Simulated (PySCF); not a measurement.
F5Nb, SMILES [F][Nb+]([F])([F])([F])[F] (connectivity only; charge and spin as stated), charge +1, multiplicity 2.

Geometry: PBE0-D3(BJ)/def2-SVP. The spin state was assumed, not searched. The def2 effective core potentials stand for the cores of Nb; spin–orbit coupling is left out.

Calculation: PBE/def2-TZVP (PySCF).

The molecule is in vacuum.

### Question
Estimate the frontier levels, dipole moment and polarisability. (Estimate from the structure and the level; the computed values follow.)

### Answer

```
Quantity                                                           Result
------------------------------------------------  -----------------------
α spin, highest occupied and lowest empty level      -17.22 and -10.63 eV
β spin, highest occupied and lowest empty level      -16.66 and -15.73 eV
dipole moment about the centre of nuclear charge                   0.09 D
mean static polarisability                           39.3 bohr³ (5.83 Å³)
polarisability, principal values                   34.7, 35.1, 48.2 bohr³
⟨S²⟩                                              0.752 (pure state 0.75)
```
